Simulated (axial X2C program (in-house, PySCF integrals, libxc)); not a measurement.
# Ionising TcP

Computed with an in-house all-electron X2C program for linear molecules (integrals from PySCF), spin-free (one-electron X2C) or two-component (2c: spin–orbit coupling with atomic mean-field Coulomb and Gaunt terms, which also bring small scalar terms), in Dyall basis sets with cores contracted in-house; open shells are unrestricted.

Basis sets: P dyall-v3z, Tc dyall-cv3z. Frozen shells (counts by l): TcP Tc 4s3p1d, P 2s1p, 12 electrons correlated; TcP⁺ Tc 4s3p1d, P 2s1p, 11 electrons correlated. Coupled cluster in natural virtuals with an MP2 remainder. Where the outer core of a metal is frozen, bonds come out longer and ionisation energies lower.

```tsv
Hamiltonian	level	TcP state	Re (Å)	ωe (cm⁻¹)	De (eV)
spin-free	PBE0	M_S = 2, Λ = 1	2.102	483.9	3.14
spin-free	CCSD	M_S = 2, Λ = 1	2.116	458.6	1.89
spin-free	CCSD(T)	M_S = 2, Λ = 1	2.105	480.2	2.15
2c	PBE0	Ω = 1	2.100	486.2	3.17
```

Adiabatic ionisation energy (minimum to minimum, no zero-point term) and constants of TcP⁺:

```tsv
Hamiltonian	level	TcP⁺ state	IE (eV)	Re (Å)	ωe (cm⁻¹)	De (eV)	fragments
spin-free	PBE0	M_S = 3/2, Λ = 0	6.86	2.096	416.0	3.04	Tc+ + P
spin-free	CCSD	M_S = 3/2, Λ = 0	6.62	2.128	377.2	2.12	Tc+ + P
spin-free	CCSD(T)	M_S = 3/2, Λ = 0	6.70	2.099	415.8	2.41	Tc+ + P
2c	PBE0	Ω = 3/2	6.90	2.096	415.5	3.04	Tc+ + P
```

Q: Add the zero-point terms to the ionisation energy at PBE0, 2c, and say whether the electron removed was bonding.

A: IE0 = IE + (ωe⁺ − ωe)/2 = 6.90 + (-0.004) = 6.90 eV. Re changes by -0.004 Å, so the electron was nearly non-bonding.

Q: Close the cycle De(TcP⁺) + IE(TcP) = De(TcP) + IE(Tc) to find the atomic ionisation energy at PBE0, 2c.

A: IE(Tc) = 3.04 + 6.90 − 3.17 = 6.77 eV, for the determinants used.

Each entry is the lowest single determinant of a limited PBE0 search at one distance. De goes to single-determinant-based atoms at the same level (for ions the charge split of lowest energy) and is withheld (n/a) where an atom does not fit its ground term or J level. Main or longest-lived isotopes. One determinant is a doubtful description, or other states lie close, for TcP, TcP⁺; these need not be ground states, and all values refer to the states named. Some open-shell Ω = 0 determinants are out of reach, so the Ω given for TcP need not be the lowest component. With several unpaired electrons the Ω given is that of one determinant, not necessarily of the lowest component. The functionals have no current term, which raises determinants with orbital currents.
